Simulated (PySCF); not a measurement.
3-chlorotoluene, C$_{7}$H$_{7}$Cl

Geometry:
```
atom   x (Å)   y (Å)   z (Å)
  C1   1.948   0.309   0.060
  C2   0.448   0.272   0.092
  C3  -0.245  -0.944   0.073
  C4  -1.636  -0.974   0.134
  C5  -2.369   0.207   0.213
  C6  -1.680   1.418   0.229
 Cl7  -2.568   2.906   0.320
  C8  -0.289   1.458   0.168
  H9   2.360  -0.554  -0.481
 H10   2.362   0.284   1.082
 H11   2.320   1.226  -0.420
 H12   0.315  -1.880   0.006
 H13  -2.162  -1.932   0.116
 H14  -3.459   0.200   0.259
 H15   0.218   2.426   0.179
```

Computed with TDDFT CAM-B3LYP/aug-cc-pVDZ excited states, vertical, gas phase in PySCF 2.14.0. Geometry: PBE0-D3(BJ)/def2-SVP.

How strongly do the lowest singlets absorb one photon, and two photons of half the energy?

δ for parallel linear polarisation; σ at the peak of a Lorentzian of half width 0.1 eV, single beam; Ω is circular over linear.
```csv
state,E (eV),f,photon λ (nm),δ (au),σ (GM),Ω,main
S1,5.22,0.004,475,4.06,0.04,1.49,"HOMO→LUMO+1 0.53, HOMO−1→LUMO+2 0.30"
S2,5.82,0.040,426,45.4,0.56,0.32,"HOMO→LUMO+2 0.57, HOMO−1→LUMO+1 0.27"
S3,6.21,0.001,399,6.95,0.10,1.50,HOMO→LUMO 0.76
S4,6.54,0.045,379,29.3,0.46,1.50,HOMO−1→LUMO 0.53
S5,6.56,0.315,378,18,0.28,1.02,"HOMO−1→LUMO+1 0.48, HOMO→LUMO+2 0.26"
S6,6.61,0.068,375,19.6,0.32,1.25,"HOMO→LUMO+7 0.18, HOMO→LUMO+8 0.17"
```

Among these, the strongest one-photon state is S5, the strongest two-photon state S2, with a dipole change of 0.9 D (relaxed, norm of the difference vector).
